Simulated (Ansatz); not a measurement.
C₂H₉B₂N (`BCN(B)C`). The species carries charge 0 and has multiplicity 1.

```xyz
14

B    -0.6546    1.3827    1.4460
C     0.3793    0.7851    0.4602
N     0.0469   -0.4287   -0.2581
B    -0.7353   -1.4333    0.2892
C     0.7044   -0.5515   -1.5406
H    -0.2813    2.2011    2.2356
H    -1.8192    1.1399    1.3500
H     1.3980    0.7316    0.8671
H     0.4355    1.6368   -0.2546
H    -0.9313   -2.4303   -0.3442
H    -1.1835   -1.2875    1.3907
H     1.7936   -0.4993   -1.4278
H     0.4013    0.2581   -2.2144
H     0.4464   -1.5047   -1.9990
```

Problem. Give the diagnostics of a CCSD(T)/def2-TZVPP run (frozen core, Ansatz 0.2.0). (Estimate.)

Solution. Computed: T1 = 0.0126, largest single amplitude 0.031, largest double 0.020, (T) share of the correlation energy 3.7 %, 9 CCSD cycles. The RHF solution is stable towards an unrestricted one. T1 lies under the customary mark of 0.02 for closed shells.
